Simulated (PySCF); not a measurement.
Simulation results for CH$_{6}$BGeN, BGeH$_{3}$NO, BGeH$_{4}$NSi

Calculation on a computer-drawn molecule: the log of a Hartree-Fock and frozen-core CCSD(T) single point meant for a local Hartree-Fock minimum, with one planted fault or none, to be diagnosed. Offsets are logged minus clean, where the clean run is the same molecule without the fault. The reference is restricted for singlets and unrestricted otherwise, and also for a bond in bohr or an excited solution. Adding or removing an electron swaps singlet and doublet. The excited solution moves the top pair (singlet) or top alpha electron (doublet) to the lowest empty orbital. Highest occupied and lowest empty are orbital energies over both spins, largest force is the largest gradient component, triples share is (T) over the correlation energy, the T1 limit is 0.02 restricted and 0.045 unrestricted, electrons count all cores, a negative frequency is imaginary (commonest isotopes), and the dipole is about the centre of nuclear charge; on germanium a core potential holds 10 electrons, which the energies leave out, and 3d is frozen in MP2 and coupled-cluster steps. Program: PySCF 2.14.0.

Common to all runs: meant multiplicity 1; logged SCF converged yes; possible faults no fault, one electron removed, one electron added, multiplicity raised by two, geometry at a saddle point, SCF held on an excited solution, minimal basis STO-3G, one bond length entered in bohr, all coordinates scaled.

(1) CH$_{6}$BGeN

Logged structure:
```xyz
10
CH6BGeN
B      0.1081     2.3616    -2.5525
N      0.0108     2.0609    -1.3547
Ge    -0.1281     1.6238     0.4095
C     -1.2927     0.0685     0.5949
H      0.1993     2.6454    -3.6871
H      1.2793     1.3234     0.9365
H     -0.7025     2.8335     1.1547
H     -1.3929    -0.2072     1.6471
H     -0.8764    -0.7790     0.0476
H     -3.1642     0.4906    -0.1623
```

- meant charge: 0
- meant basis: cc-pVDZ
- meant basis and core potential on germanium: cc-pVDZ-PP ECP10MDF
- logged electrons: 56
- logged basis functions: 95
- logged spin squared: 0.7106
- logged highest occupied: -10.744 eV
- logged lowest empty: 2.7611 eV
- logged largest force: 0.022097 hartree/bohr
- logged T1 diagnostic: 0.056936
- logged D1 diagnostic: 0.26869
- logged triples share: 0.03918
- logged CC converged: yes
- logged dipole magnitude: 0.68673 debye
- logged SCF stable within its kind: yes
- logged energy HF: -413.77314 hartree
- logged energy CCSD(T): -414.31727 hartree
- planted fault: one bond length entered in bohr, row 9 of the drawn bonds
- HF energy offset from clean run: 80.57 kcal/mol
- CCSD(T) energy offset from clean run: 82.5 kcal/mol

Drawn bonds:
```tsv
atom	other atom	order
1	2	2
2	3	1
3	4	1
1	5	1
3	6	1
3	7	1
4	8	1
4	9	1
4	10	1
```

Notes: T1 above single-reference limit.

(2) BGeH$_{3}$NO

Logged structure:
```xyz
7
BGeH3NO
B     -0.2013    -0.8894    -1.0293
N     -0.4405    -0.7983     0.1758
Ge    -0.9378    -0.6246     2.0036
O     -2.5348    -0.1842     2.2587
H      0.0340    -0.9778    -2.1773
H      0.1530     0.3739     2.5131
H     -0.4986    -2.0177     2.5630
```

* meant charge: -1
* meant basis: aug-cc-pVDZ
* meant basis and core potential on germanium: aug-cc-pVDZ-PP ECP10MDF
* logged electrons: 56
* logged basis functions: 128
* logged spin squared: 0
* logged highest occupied: -4.7402 eV
* logged lowest empty: 3.2526 eV
* logged largest force: 3.763e-05 hartree/bohr
* logged lowest frequency: 122.46 cm⁻¹
* logged T1 diagnostic: 0.020929
* logged D1 diagnostic: 0.055703
* logged triples share: 0.040018
* logged CC converged: yes
* logged dipole magnitude: 5.0371 debye
* logged SCF stable within its kind: yes
* logged energy HF: -449.16112 hartree
* logged energy CCSD(T): -449.7874 hartree
* planted fault: no fault
* HF energy offset from clean run: 0 kcal/mol
* CCSD(T) energy offset from clean run: 0 kcal/mol

Drawn bonds:
```tsv
atom	other atom	order
1	2	2
2	3	1
3	4	1
1	5	1
3	6	1
3	7	1
```

Notes: T1 above single-reference limit.

(3) BGeH$_{4}$NSi

Logged structure:
```xyz
8
BGeH4NSi
B     -1.7168     0.0173     1.3343
N     -0.7917    -0.6271     0.8173
Ge     0.6102    -1.4806    -0.0082
Si     1.3964     0.4075    -1.3582
H     -2.5946     0.6188     1.8279
H      1.5451    -2.0338     1.0753
H      0.0331    -2.6669    -0.7922
H      2.1392     1.0005    -0.1793
```

* meant charge: 0
* meant basis: cc-pV(D+d)Z
* meant basis and core potential on germanium: cc-pVDZ-PP ECP10MDF
* logged electrons: 62
* logged basis functions: 94
* logged spin squared: 0
* logged highest occupied: -6.0038 eV
* logged lowest empty: -2.1065 eV
* logged largest force: 0.049956 hartree/bohr
* logged dipole magnitude: 1.4607 debye
* logged SCF stable within its kind: no
* logged energy HF: -663.55829 hartree
* planted fault: ?

Drawn bonds:
```tsv
atom	other atom	order
1	2	2
2	3	1
3	4	1
1	5	1
3	6	1
3	7	1
4	8	1
```

Notes: coupled-cluster numbers left out as unreliable.

**Q.** Which fault was planted in the run of BGeH$_{4}$NSi (entry 3)?
**A.** SCF held on an excited solution

Further results for BGeH$_{4}$NSi (entry 3):

- HF energy offset from clean run: 111.1 kcal/mol
